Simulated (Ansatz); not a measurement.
`[SiH3][SiH]1CS1` + H₂O → `O[SiH]1CS1` + SiH₄ at 600 K and 1 bar (formal hydrolysis of the Si–Si bond).

Calculated with Ansatz (gas phase, PBE0-D4/def2-TZVP geometries, no zero-point term in ΔE). CBS: MP2 limit from def2 TZ/QZ plus the TZ coupled-cluster correction, frozen cores. This one scheme is used for every species. Each species was taken in one conformer, which may not be the lowest.

| species | CCSD(T)/CBS energy (Eh) | H − E (kJ/mol) | S (J/(mol·K)) |
| --- | --- | --- | --- |
| `[SiH3][SiH]1CS1` | -1017.58743 | 223.6 | 433.0 |
| H₂O | -76.37941 | 76.8 | 212.8 |
| `O[SiH]1CS1` | -802.53827 | 184.0 | 378.9 |
| SiH₄ | -291.46306 | 108.7 | 242.3 |

H − E and S are ideal-gas, rigid-rotor, harmonic terms from PBE0-D4/def2-TZVP, for one conformer and one mirror image of each species. 1 Eh = 2625.50 kJ/mol, R = 8.31446 J/(mol·K).

By hand: ΔE, ΔH, ΔS and ΔG.

ΔE = (-802.53827) + (-291.46306) − (-1017.58743) − (-76.37941) = -0.03449 Eh = -90.6 kJ/mol. Δ(H − E) = 184.0 + 108.7 − 223.6 − 76.8 = -7.7, so ΔH = -98.3 kJ/mol. ΔS = 378.9 + 242.3 − 433.0 − 212.8 = -24.6 J/(mol·K). ΔG = -98.3 − 600 × (-24.6)/1000 = -83.5 kJ/mol.

By hand: the equilibrium constant, and the temperature at which ΔG would vanish if ΔH and ΔS stayed fixed.

log₁₀ K = −ΔG/(RT ln 10) = 7.3. ΔG = 0 at ΔH/ΔS = 3996 K, far beyond where these terms or the molecules hold.

ΔH outweighs TΔS. A doubt of 5 kJ/mol in ΔE shifts log₁₀ K by 0.4 here. Other conformers and mirror images would add mixing entropy, several J/(mol·K) or more a flexible species. These are equilibria of isolated gas molecules and say nothing of rates. Largest T1 diagnostic: 0.013 (customary marks: 0.02 for closed shells, 0.045 for open ones).
